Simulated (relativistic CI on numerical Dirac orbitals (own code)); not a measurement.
## Cs IV: calculation against measurement

Computed by Dirac-Coulomb-Breit CI, orbitals from a KLI potential per configuration, a model potential for QED, valence Slater integrals scaled by 0.85, configuration energies shifted to the measured levels that pair with them (semi-empirical) (own radial code, finite nucleus).

Configurations in the expansion (outside the closed core [Kr] 4d10): 5s2 5p4, 5s 5p5, 5s2 5p3 5d, 5s2 5p3 6s, 5s2 5p3 6d, 5s2 5p3 7s, 5p6, 5s2 5p2 5d2, 5s2 5p3 5f, 5s 5p4 5d, 5s2 5p2 4f2, 5s2 5p3 5g, 5s2 5p3 4f, 5s2 5p3 6p, 5s 5p4 5f, 5s2 5p2 5f2, 5s2 5p2 4f 5d, 5s 5p4 5g, 5p4 5d2, 5s2 5p3 7p, 5p4 4f2, 5s2 5p2 5g2, 5s2 5p3 7d, 5s2 5p3 6f, 5s 5p4 6s, 5s2 5p3 7f, 5s 5p4 6p, 5s 5p4 4f, 5s 5p3 4f 5d, 5s2 5p2 5d 5g. Levels of other configurations are missing.

| Configuration | Term (tabulated) | J | Measured (cm⁻¹) | Computed | Error | Purity (%) |
| --- | --- | --- | --- | --- | --- | --- |
| 5s2 5p4 | 3P | 2 | 0.0 | 0 | 0 | 84 |
| 5s2 5p4 | 3P | 0 | 9749.4 | 9312 | -437 | 72 |
| 5s2 5p4 | 3P | 1 | 12902.0 | 12651 | -251 | 97 |
| 5s2 5p4 | 1D | 2 | 20754.0 | 20450 | -304 | 83 |
| 5s2 5p4 | 1S | 0 | 43279.4 | 41606 | -1673 | 71 |
| 5s 5p5 | 3P° | 2 | 114307.7 | 114310 | 2 | 75 |
| 5s 5p5 | 3P° | 1 | 121242.5 | 121304 | 62 | 65 |
| 5s 5p5 | 3P° | 0 | 128086.3 | 127810 | -276 | 68 |
| 5s2 5p3 5d | 5D° | 3 | 135979.9 | 135247 | -733 | 79 |
| 5s2 5p3 5d | 5D° | 2 | 136143.1 | 135478 | -665 | 78 |
| 5s2 5p3 5d | 5D° | 0 | 136625.7 | 135835 | -791 | 81 |
| 5s2 5p3 5d | 5D° | 1 | 136868.6 | 136064 | -805 | 87 |
| 5s2 5p3 5d | 3F° | 2 | 150982.7 | 151081 | 98 | 59 |
| 5s2 5p3 5d | 3F° | 3 | 152776.7 | 152801 | 24 | 67 |
| 5s2 5p3 5d | 1S° | 0 | 152832.1 | 152808 | -24 | 84 |
| 5s2 5p3 5d | 3G° | 3 | 155045.5 | 155131 | 85 | 64 |
| 5s2 5p3 6s | 5S° | 2 | 164609.5 | 162641 | -1968 | 82 |
| 5s2 5p3 5d | 3F° | 2 | 174718.7 | 175595 | 876 | 79 |
| 5s2 5p3 5d | 3F° | 3 | 174789.4 | 175564 | 774 | 73 |
| 5s2 5p3 6s | 3D° | 3 | 185718.8 | 186154 | 435 | 70 |
| 5s2 5p3 6s | 1D° | 2 | 189217.8 | 189041 | -177 | 60 |
| 5s2 5p3 6s | 3P° † | 0 | 198135.3 | 196572 | -1563 | 76 |
| 5s2 5p3 6s | 3P° † | 1 | 198514.1 | 198689 | 175 | 59 |
| 5s2 5p3 6s | 3P° | 2 | 207937.6 | 208507 | 569 | 67 |
| 5s2 5p3 6d | 5D° | 2 | 246061.0 | 244549 | -1512 | 78 |
| 5s2 5p3 6d | 5D° | 3 | 246089.4 | 244561 | -1528 | 77 |
| 5s2 5p3 6d | 5D° | 1 | 246233.0 | 244673 | -1560 | 83 |
| 5s2 5p3 6d | 3D° | 2 | 248688.0 | 248230 | -458 | 67 |
| 5s2 5p3 6d | 3D° † | 3 | 250415.4 | 250415 | 0 | 71 |
| 5s2 5p3 6d | 3D° † | 1 | 250634.2 | 250498 | -136 | 84 |
| 5s2 5p3 7s | 5S° | 2 | 251551.7 | 251102 | -449 | 82 |
| 5s2 5p3 7s | 3S° | 1 | 253194.4 | 253194 | 0 | 79 |
| 5s2 5p3 6d | 3F° | 2 | 261177.8 | 261395 | 217 | 64 |
| 5s2 5p3 6d | 3D° | 1 | 261868.3 | 262226 | 358 | 64 |
| 5s2 5p3 6d | 1S° | 0 | 262537.0 | 262625 | 88 | 58 |
| 5s2 5p3 6d | 3D° | 3 | 267199.4 | 267876 | 677 | 68 |
| 5s2 5p3 7s | 3D° | 1 | 267211.0 | 268310 | 1099 | 72 |
| 5s2 5p3 6d | 3P° | 0 | 268328.0 | 269098 | 770 | 66 |

Measured levels from measured levels as listed in Gamrath, thesis, University of Mons (2023); pairs were made by configuration, J and term (by order where the table uses no LS term), so strongly mixed levels may be paired wrongly.

Mean error by configuration (cm⁻¹): 5s2 5p4 -666; 5s 5p5 -71; 5s2 5p3 5d -116; 5s2 5p3 6s -285; 5s2 5p3 6d -328; 5s2 5p3 7s 217. Over the excited levels the mean absolute error is 598 cm⁻¹ (37 of the 69 excited levels that our extract of the source holds in range could be paired, and the others can miss by more), and the median relative error of those above 1,000 cm⁻¹ is 0.27 %, both after the shifts were fitted to these levels, so that a configuration with one level shows no error. † marks terms whose computed intervals miss the measured ones by more than a factor of 2.5, or configurations far off the rest, from wrong mixing, a near crossing or a doubtful label or measurement; they are left out of the means.

Configurations whose levels could be paired with our table of measured levels were shifted onto them, all but the ground configuration, by the median error of their levels; single terms can still be off by 1,000 to 2,000 cm⁻¹ or more, and rates follow the energies as ν³ (E1, M1) or ν⁵ (E2). The others borrow a shift and can be off by several thousand cm⁻¹ or more. The fine structure of a lone outer electron comes out too small, for d and f at times inverted, and misplaced configurations move strength between like terms. 37 of the 69 excited levels that our extract of the measured tables holds in this range could be paired (the sources list more); they are missed by 584 cm⁻¹ on average and 1968 at most, after the shifts were fitted to these levels, and levels without a partner can miss by more.

Shifts applied (cm⁻¹): 5s2 5p4 0; 5s 5p5 -9967; 5s2 5p3 5d -9349; 5s2 5p3 6s -13749; 5s2 5p3 6d -11955; 5s2 5p3 7s -11301.
